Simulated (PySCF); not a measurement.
**Computed data sheet: `[SiH3]S[SiH2]F`**

Species: FH5SSi2.
SMILES with atom numbers: `[F:1][SiH2:2][S:3][SiH3:4]` (hydrogens: H5, H6 on Si2; H7, H8, H9 on Si4)

**PBE0-D3(BJ)/def2-SVP geometry optimisation, gas phase (PySCF)**

- Point group: C1
- Rotational constants A, B, C: 5.396, 2.042, 1.656 GHz

CAM-B3LYP/def2-SVPD ground state, ΔSCF and vertical TDDFT (core frozen in the response) (PySCF):

* Dipole moment: 1.25 D
* HOMO energy: -9.16 eV
* LUMO energy: 0.54 eV
* HOMO–LUMO gap: 9.70 eV
* Lowest singlet excitation: 6.35 eV (195 nm, f = 0.018)
* Strongest line among the 10 lowest singlet transitions: S6 at 7.77 eV (160 nm, f = 0.067)
* Lowest triplet excitation (Tamm–Dancoff): 5.95 eV
* Static isotropic polarisability: 74.6 au
* Vertical ionisation energy: 10.01 eV
* Electronic spatial extent ⟨r²⟩ about the centre of nuclear charge: 738 bohr²

From B3LYP/pcSseg-2 ground state and GIAO shieldings, non-relativistic (PySCF):

* 1H chemical shifts (computed TMS as zero) by class: 5.55 (H5/H6), 4.74 (H7/H8/H9) ppm
* Isotropic shieldings of nuclei other than C and H, by class: 345 (F1), 326 (Si2), 377 (Si4), 708 (S3) ppm

Monoisotopic mass from the formula: 111.9635 u.

The ΔSCF ionisation energy exceeds −ε(HOMO) by 0.85 eV with CAM-B3LYP. No computed singlet falls in the visible range (750 to 380 nm, 1.65 to 3.26 eV); S1 lies 3.09 eV above its blue end. With B = h/(8π²I), that is 505.379 GHz u Å² over I, the principal moments of inertia are 93.7, 247.5 and 305.1 u Å² (most abundant isotopes); the inertial defect Ic − Ia − Ib is -36.1 u Å² (zero for a rigid planar frame, negative otherwise). The principal polarisabilities are 63.0, 70.9 and 89.9 au; their mean is the isotropic value. The vertical singlet–triplet gap S1 − T1 is 0.40 eV (TDDFT singlet less Tamm–Dancoff triplet; S1: HOMO→LUMO, weight 0.87; T1: HOMO→LUMO, weight 0.86). The rotational constants make it an asymmetric top with κ = (2B − A − C)/(A − C) = -0.79, nearer the prolate limit (−1).

The values belong to the conformer `[F:1][SiH2:2][S:3][SiH3:4]`: F1–Si2–S3–Si4 62°.
